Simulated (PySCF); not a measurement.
# Field gradients at the hydrogen positions

Compound: C6H18N2Si.
Structure used (GFN2-xTB), in Å, numbered top down from 1:
```xyz
27
C6H18N2Si angstrom
C     -0.9954    2.3233   -0.0357
C     -0.5789    1.2864   -1.0765
N     -0.2763   -0.0068   -0.4991
N     -1.4644   -0.7251   -0.2261
C     -1.6279   -1.0824    1.1648
C     -1.6054   -1.8742   -1.0981
Si     1.2977   -0.4815    0.0402
C      1.6901   -0.1526    1.8828
C      2.5869    0.4583   -0.9865
H     -1.2262    3.2699   -0.5185
H     -0.1909    2.4798    0.6789
H     -1.8770    1.9787    0.4982
H     -1.3936    1.1489   -1.7946
H      0.3020    1.6361   -1.6152
H     -1.4415   -0.2058    1.7804
H     -0.9533   -1.8898    1.4830
H     -2.6579   -1.4074    1.3147
H     -1.4481   -1.5507   -2.1249
H     -0.8935   -2.6772   -0.8663
H     -2.6188   -2.2613   -0.9984
H      1.4231   -1.9294   -0.2112
H      1.0718   -0.7464    2.5495
H      2.7259   -0.3963    2.1016
H      1.5419    0.8916    2.1475
H      2.4098    0.3569   -2.0518
H      3.5773    0.0667   -0.7798
H      2.6025    1.5167   -0.7468
```

Level: PBE0/pcSseg-1 (PySCF, non-relativistic); Q(2H) = 0.00286 b; rigid geometry, the same for H and D, with no vibrational averaging.

Question: Rank these positions by the coupling χzz of a deuteron there, largest first.
A. H16 (methyl hydrogen)
B. H11 (methyl hydrogen)
C. H21 (Si–H hydrogen)
D. H17 (methyl hydrogen)
E. H13 (methylene hydrogen)
F. H22 (methyl hydrogen)

Answer: F (220 kHz), B (213 kHz), D (206 kHz), E (199 kHz), A (194 kHz), C (104 kHz).

Question: What are Vzz, η and χzz (234.96 MHz × Q × Vzz) at all hydrogens?

Answer: 
```tsv
atom	bonded to	bond length (Å)	Vzz (au)	η	χzz (kHz)
H10	C1	1.087	0.3176	0.02	213
H11	C1	1.087	0.3172	0.02	213
H12	C1	1.087	0.3168	0.00	213
H13	C2	1.095	0.2956	0.06	199
H14	C2	1.090	0.3035	0.05	204
H15	C5	1.087	0.3106	0.04	209
H16	C5	1.099	0.2882	0.06	194
H17	C5	1.090	0.3067	0.05	206
H18	C6	1.088	0.3108	0.05	209
H19	C6	1.098	0.2905	0.06	195
H20	C6	1.089	0.3088	0.05	208
H21	Si7	1.475	0.1553	0.03	104
H22	C8	1.086	0.3269	0.02	220
H23	C8	1.086	0.3263	0.01	219
H24	C8	1.087	0.3250	0.02	218
H25	C9	1.085	0.3285	0.02	221
H26	C9	1.085	0.3289	0.01	221
H27	C9	1.085	0.3275	0.02	220
```

Question: Average by the element that carries the hydrogen.

Answer: on C: 211 kHz over 17 positions, mean bond length 1.089 Å; on Si: 104 kHz over 1 position, mean bond length 1.475 Å.

Question: How does χzz go with the bond length over the 17 C–H bonds?

Answer: A straight-line fit has a slope of -19.5 kHz for each 0.01 Å, with a correlation coefficient of -0.94, over lengths from 1.085 to 1.099 Å. The longer bonds have the smaller couplings here.

Question: A static deuteron (I = 1) shows a doublet split by (3/2)χ, (3/4)χ(1 + η) and (3/4)χ(1 − η) with the field along z, y and x of the gradient. What are these for H10?

Answer: With |χ| = 213.4 kHz and η = 0.015: 320, 163 and 158 kHz, to first order and without motion.

One conformer (not necessarily the lowest) at the GFN2-xTB geometry, without solvent, vibrations or thermal averaging. GFN2-xTB bond lengths can be off by several hundredths of an ångström, more for odd bonds, and the gradients follow them. These gradients aren't converged with respect to the basis.
